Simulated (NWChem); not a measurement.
A series in which one site is exchanged, each optimised at PBE0/def2-SVP with NWChem, gas phase unless a solvent is named. This build's default masses of Se (78.918 u) and Br (79.917 u) are each other's, which moves their modes by up to 0.6 %. Some are not confirmed as minima by frequencies. def2 effective core potentials on Sn; no spin-orbit coupling.

A: F[Se](F)(F)F (SeF4; site = Se)
B: [F][Ti]([F])([F])[F] (TiF4; site = Ti)
C: [F][Sn]([F])([F])[F] (SnF₄; site = Sn)
D: [F][Ge]([F])([F])[F] (GeF$_{4}$; site = Ge)

```json
[
 {"quantity": "dipole (D), PBE0/def2-SVP", "A": "1.96", "B": "0.00", "C": "0.00", "D": "0.00"},
 {"quantity": "vertical ionisation energy, ΔSCF, CAM-B3LYP/def2-SVP (eV)", "A": "12.89", "B": "___", "C": "14.98", "D": "15.54"},
 {"quantity": "static polarisability, CAM-B3LYP/def2-SVPD (bohr³)", "A": "33.2", "B": "___", "C": "33.6", "D": "26.9"},
 {"quantity": "lowest singlet excitation, CAM-B3LYP/def2-SVPD, TDA (eV)", "A": "6.41", "B": "___", "C": "6.83", "D": "8.97"}
]
```

### Question
What belongs in the gaps?

### Answer

- vertical ionisation energy, ΔSCF, CAM-B3LYP/def2-SVP (eV), B: 15.23
- static polarisability, CAM-B3LYP/def2-SVPD (bohr³), B: 32.2
- lowest singlet excitation, CAM-B3LYP/def2-SVPD, TDA (eV), B: 7.52
